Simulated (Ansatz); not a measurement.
The first iterations of a band of C2H8AsNO2 (14 atoms, charge 0, multiplicity 1).

The calculation used Ansatz 0.2.0, RHF/def2-mTZVP.

```yaml
movable_images: 7
climbing_image: yes
spring: 5.0 eV/Å²
optimiser: quadratic models (default)
start_path: straight line
force_threshold: 0.05 eV/Å
iteration_limit: 27
end_points: relaxed
```

Image 0:

```xyz
14
Properties=species:S:1:pos:R:3
O -0.324 -2.706 1.022
C 0.321 -1.935 0.084
O 0.106 -0.590 0.364
C 0.699 0.302 -0.548
N 0.402 1.653 -0.216
As -1.360 2.181 -0.353
H -1.242 -2.476 1.037
H -0.031 -2.158 -0.922
H 1.375 -2.180 0.149
H 1.775 0.162 -0.542
H 0.335 0.092 -1.549
H 0.852 1.925 0.634
H -1.098 3.664 -0.217
H -1.822 2.036 1.086
```

Image 8:

```xyz
14
Properties=species:S:1:pos:R:3
O -0.376 -2.675 0.911
C 0.235 -1.824 0.019
O 0.151 -0.521 0.495
C 0.744 0.444 -0.335
N 0.580 1.755 0.190
As -1.049 2.608 0.242
H -1.264 -2.385 1.060
H -0.229 -1.883 -0.965
H 1.267 -2.143 -0.062
H 1.804 0.229 -0.430
H 0.301 0.401 -1.325
H 1.090 1.880 1.040
H -1.276 2.649 -1.254
H -1.991 1.436 0.443
```

| iteration | highest image above the first end (eV) | largest band force component (eV/Å) |
| --- | --- | --- |
| 1 | 8.148 | 25.808 |
| 2 | 2.964 | 5.610 |
| 3 | 2.431 | 2.985 |

Task: Does the band converge within its limit, and where does its top end?

Result: It converged. It ended after 9 iterations with the highest image 2.163 eV above the first end. Neighbouring images differ by up to 1.3 eV, so the band resolves the path poorly. Another band between the same ends (7 images) ends at a top of the same energy, where a vibrational analysis finds 1 clearly imaginary mode.

Time of the run: 5.8 min on 2 threads of Arm Neoverse V1, on a shared host, peak memory 0.51 GiB.
